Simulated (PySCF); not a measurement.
Simulated absorption spectrum

Species: C₄H₅BF₂.
SMILES with atom numbers: `[CH3:1][C:2]#[C:3][CH2:4][B:5]([F:6])[F:7]` (hydrogens: H8, H9, H10 on C1; H11, H12 on C4)

Geometry (PBE0-D3(BJ)/def2-SVP, Å), atoms numbered from 1 in this order:
```xyz
12
C4H5BF2 angstrom
C      2.4867    0.7958    0.1511
C      1.1895    0.1400    0.1731
C      0.1046   -0.3991    0.1904
C     -1.2165   -1.0036    0.2075
B     -2.4126    0.0016    0.0586
F     -3.6525   -0.4527    0.0681
F     -2.2571    1.2988   -0.0823
H      2.9130    0.8673    1.1641
H      2.4070    1.8183   -0.2504
H      3.2041    0.2435   -0.4758
H     -1.3258   -1.7530   -0.5991
H     -1.3850   -1.5756    1.1391
```

Theory: PySCF 2.14.0, density-fitted response routines, TDDFT CAM-B3LYP/def2-SVPD, vertical, gas phase, core orbitals frozen in the response.

Broadening: Gaussians 0.4 eV wide at half height, area fixed by f = 4.319×10⁻⁹ ∫ε dν̃. The width is an assumption, not a result. The curve ends short of the highest state used, and states not computed would add to its high-energy end.

```json
{"E (eV)": "5.87", "ε (L mol⁻¹ cm⁻¹)": "0"}
{"E (eV)": "5.91", "ε (L mol⁻¹ cm⁻¹)": "0"}
{"E (eV)": "5.94", "ε (L mol⁻¹ cm⁻¹)": "0"}
{"E (eV)": "5.97", "ε (L mol⁻¹ cm⁻¹)": "0"}
{"E (eV)": "6.01", "ε (L mol⁻¹ cm⁻¹)": "1"}
{"E (eV)": "6.04", "ε (L mol⁻¹ cm⁻¹)": "1"}
{"E (eV)": "6.08", "ε (L mol⁻¹ cm⁻¹)": "3"}
{"E (eV)": "6.11", "ε (L mol⁻¹ cm⁻¹)": "4"}
{"E (eV)": "6.15", "ε (L mol⁻¹ cm⁻¹)": "8"}
{"E (eV)": "6.18", "ε (L mol⁻¹ cm⁻¹)": "12"}
{"E (eV)": "6.21", "ε (L mol⁻¹ cm⁻¹)": "18"}
{"E (eV)": "6.25", "ε (L mol⁻¹ cm⁻¹)": "30"}
{"E (eV)": "6.28", "ε (L mol⁻¹ cm⁻¹)": "43"}
{"E (eV)": "6.32", "ε (L mol⁻¹ cm⁻¹)": "68"}
{"E (eV)": "6.35", "ε (L mol⁻¹ cm⁻¹)": "93"}
{"E (eV)": "6.38", "ε (L mol⁻¹ cm⁻¹)": "125"}
{"E (eV)": "6.42", "ε (L mol⁻¹ cm⁻¹)": "179"}
{"E (eV)": "6.45", "ε (L mol⁻¹ cm⁻¹)": "228"}
{"E (eV)": "6.49", "ε (L mol⁻¹ cm⁻¹)": "304"}
{"E (eV)": "6.52", "ε (L mol⁻¹ cm⁻¹)": "368"}
{"E (eV)": "6.56", "ε (L mol⁻¹ cm⁻¹)": "460"}
{"E (eV)": "6.59", "ε (L mol⁻¹ cm⁻¹)": "530"}
{"E (eV)": "6.62", "ε (L mol⁻¹ cm⁻¹)": "599"}
{"E (eV)": "6.66", "ε (L mol⁻¹ cm⁻¹)": "684"}
{"E (eV)": "6.69", "ε (L mol⁻¹ cm⁻¹)": "738"}
{"E (eV)": "6.73", "ε (L mol⁻¹ cm⁻¹)": "796"}
{"E (eV)": "6.76", "ε (L mol⁻¹ cm⁻¹)": "825"}
{"E (eV)": "6.79", "ε (L mol⁻¹ cm⁻¹)": "842"}
{"E (eV)": "6.83", "ε (L mol⁻¹ cm⁻¹)": "846"}
{"E (eV)": "6.86", "ε (L mol⁻¹ cm⁻¹)": "837"}
{"E (eV)": "6.90", "ε (L mol⁻¹ cm⁻¹)": "814"}
{"E (eV)": "6.93", "ε (L mol⁻¹ cm⁻¹)": "791"}
{"E (eV)": "6.97", "ε (L mol⁻¹ cm⁻¹)": "757"}
{"E (eV)": "7.00", "ε (L mol⁻¹ cm⁻¹)": "732"}
{"E (eV)": "7.03", "ε (L mol⁻¹ cm⁻¹)": "708"}
{"E (eV)": "7.07", "ε (L mol⁻¹ cm⁻¹)": "678"}
{"E (eV)": "7.10", "ε (L mol⁻¹ cm⁻¹)": "656"}
{"E (eV)": "7.14", "ε (L mol⁻¹ cm⁻¹)": "626"}
{"E (eV)": "7.17", "ε (L mol⁻¹ cm⁻¹)": "602"}
{"E (eV)": "7.20", "ε (L mol⁻¹ cm⁻¹)": "576"}
{"E (eV)": "7.24", "ε (L mol⁻¹ cm⁻¹)": "541"}
{"E (eV)": "7.27", "ε (L mol⁻¹ cm⁻¹)": "515"}
{"E (eV)": "7.31", "ε (L mol⁻¹ cm⁻¹)": "484"}
{"E (eV)": "7.34", "ε (L mol⁻¹ cm⁻¹)": "465"}
{"E (eV)": "7.38", "ε (L mol⁻¹ cm⁻¹)": "445"}
{"E (eV)": "7.41", "ε (L mol⁻¹ cm⁻¹)": "434"}
{"E (eV)": "7.44", "ε (L mol⁻¹ cm⁻¹)": "424"}
{"E (eV)": "7.48", "ε (L mol⁻¹ cm⁻¹)": "410"}
{"E (eV)": "7.51", "ε (L mol⁻¹ cm⁻¹)": "396"}
{"E (eV)": "7.55", "ε (L mol⁻¹ cm⁻¹)": "370"}
{"E (eV)": "7.58", "ε (L mol⁻¹ cm⁻¹)": "344"}
{"E (eV)": "7.61", "ε (L mol⁻¹ cm⁻¹)": "313"}
{"E (eV)": "7.65", "ε (L mol⁻¹ cm⁻¹)": "266"}
{"E (eV)": "7.68", "ε (L mol⁻¹ cm⁻¹)": "229"}
{"E (eV)": "7.72", "ε (L mol⁻¹ cm⁻¹)": "179"}
{"E (eV)": "7.75", "ε (L mol⁻¹ cm⁻¹)": "146"}
```

Q: Locate the maxima and give the states behind the curve.

A: 182 nm (6.82 eV), ε about 850, made up of S2 (23%), S3 (11%) and S5 (42%) (ε in L mol⁻¹ cm⁻¹; maxima over ε = 5, shares over 10%). The states used: S1 6.47 eV (f 0.0003); S2 6.65 eV (f 0.0046); S3 6.75 eV (f 0.0015); S4 6.79 eV (f 0.0012); S5 6.86 eV (f 0.0055); S6 6.93 eV (f 0.0011); S7 7.16 eV (f 0.0066); S8 7.51 eV (f 0.0047); S9 7.63 eV (f 0.0004); S10 8.35 eV (f 0.015).

Q: What would ε be at 6.82 eV, the highest of these maxima, with half the width (0.2 eV)?

A: About 1110 L mol⁻¹ cm⁻¹ against 847, a factor of about 1.3; a lone state at its own centre would give exactly 2.

Q: On this curve, what absorbance would a 10⁻⁴ mol/L sample give at 193 nm over a 1 cm path?

A: 193 nm is 6.424 eV, where ε is about 180 L mol⁻¹ cm⁻¹, so A = ε c l ≈ 0.018 (Beer–Lambert, with the gas-phase spectrum and the assumed width).

Q: Coming from long wavelengths, where does ε first pass 100 L mol⁻¹ cm⁻¹?

A: At about 195 nm (6.36 eV), 0.11 eV below S1.

All these states lie below the vertical ionisation energy of 9.62 eV (ΔSCF).

One conformer stands for the species.
